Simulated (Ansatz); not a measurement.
```xyz
8

C    -0.0039   -0.0039   -0.4502
C    -0.0040    1.2240    0.1890
C     0.0078   -1.2359    0.1975
H    -0.0090    0.0014   -1.5347
H     0.0052    2.1562   -0.3723
H    -0.0003    1.2891    1.2912
H     0.0015   -2.1548   -0.3723
H    -0.0096   -1.2967    1.2860
```

Basis set: 6-31G* (spherical functions). Correlated methods keep 3 orbitals frozen. Charge 0, multiplicity 2.

Computed with Ansatz (development build ahead of 0.2.0); each method stands on the lowest determinant of its kind that the runs found.

The atomization energy at this shape (free ground-state atoms in the same class of orbitals less the molecule, no zero-point energy) of doublet C3H5:

```csv
method,atomization energy
UHF-MP2,30.48 eV
```

(1) What does UHF give?

Answers

(1) 25.41 eV. Caution: the unrestricted determinant is spin contaminated.
